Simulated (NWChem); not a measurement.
Species: GeH2O, singlet; SMILES [OH][GeH]

```xyz
4

Ge     0.0390    -0.4028     0.0000
H     -1.5993    -0.4816     0.0000
O      0.1342     1.4076     0.0000
H     -0.7458     1.8303     0.0000
```
Atoms are numbered in this order, from 1.

Computed with NWChem. Pople sets run with spherical d functions. Low-valent species are run as closed-shell singlets; no triplet was tried in these runs. Geometry: optimised at PBE-D3(BJ)/def2-SVP. Vzz is the largest principal value of the second derivative of the potential at the nucleus (NWChem prints the opposite sign); η is the asymmetry. Non-relativistic.

Task: Estimate the computed values for PBE/6-31G*. Quantities: Vzz Ge1 (a.u.); η Ge1; Vzz O3 (a.u.); η O3.

Result: 
```
Item            Value
--------------  -----
Vzz Ge1 (a.u.)  2.957
η Ge1            0.90
Vzz O3 (a.u.)   1.073
η O3             0.02
```
